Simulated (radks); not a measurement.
Values are calculated unless marked as measured or tabulated.
All-electron atom: the rhenium ion Re12+ in [Kr] 4d10 4f13 5s2 5p2 (the NIST ground configuration). Level of theory: scalar-relativistic Kohn-Sham, SCAN, spin-polarised, spherical densities, finite nucleus; open shells are filled with parallel spins first (spin-orbit coupling, left out, can overturn this in heavy ions); meta-GGA in the generalised Kohn-Sham scheme; Fermi nuclear charge, rms radius 5.3698 fm (a radial shooting solver on a logarithmic mesh with Libxc functionals).

Normalised radial functions P(r) = r R(r), r in bohr:

| r | 5s up |
|---|---|
| 0.001499 | 0.1012 |
| 0.001717 | 0.1112 |
| 0.001967 | 0.1219 |
| 0.002254 | 0.1331 |
| 0.002582 | 0.1448 |
| 0.002935 | 0.1560 |
| 0.003362 | 0.1680 |
| 0.003852 | 0.1797 |
| 0.004413 | 0.1908 |
| 0.005056 | 0.2007 |
| 0.005793 | 0.2087 |
| 0.006637 | 0.2141 |
| 0.007543 | 0.2160 |
| 0.008642 | 0.2135 |
| 0.009901 | 0.2053 |
| 0.01134 | 0.1901 |
| 0.013 | 0.1667 |
| 0.01489 | 0.1342 |
| 0.01706 | 0.0919 |
| 0.01939 | 0.0431 |
| 0.02221 | -0.0176 |
| 0.02545 | -0.0851 |
| 0.02916 | -0.1559 |
| 0.0334 | -0.2245 |
| 0.03827 | -0.2835 |
| 0.04384 | -0.3240 |
| 0.04983 | -0.3365 |
| 0.05709 | -0.3142 |
| 0.06541 | -0.2492 |
| 0.07494 | -0.1404 |
| 0.08585 | 0.0053 |
| 0.09836 | 0.1701 |
| 0.1127 | 0.3273 |
| 0.1281 | 0.4383 |
| 0.1467 | 0.4833 |
| 0.1681 | 0.4271 |
| 0.1926 | 0.2624 |
| 0.2207 | 0.0084 |
| 0.2528 | -0.2845 |
| 0.2896 | -0.5426 |
| 0.3292 | -0.6854 |
| 0.3771 | -0.6755 |
| 0.4321 | -0.4803 |
| 0.495 | -0.1278 |
| 0.5672 | 0.3096 |
| 0.6498 | 0.7453 |
| 0.7444 | 1.0768 |
| 0.8461 | 1.2338 |
| 0.9694 | 1.2236 |
| 1.111 | 1.0612 |
| 1.272 | 0.8081 |
| 1.458 | 0.5382 |
| 1.67 | 0.3110 |
| 1.913 | 0.1529 |
| 2.175 | 0.0666 |
| 2.491 | 0.0227 |
| 2.854 | 0.0062 |
| 3.27 | 0.0013 |

5s up: eigenvalue -290.49 eV, 4 radial nodes at r = 0.0214, 0.0855, 0.222, 0.516 bohr, <r> = 0.952 bohr, 90 % of the charge inside 1.34 bohr.

Empty levels of this run are not shown, since the potential may be unsettled where no density lies.
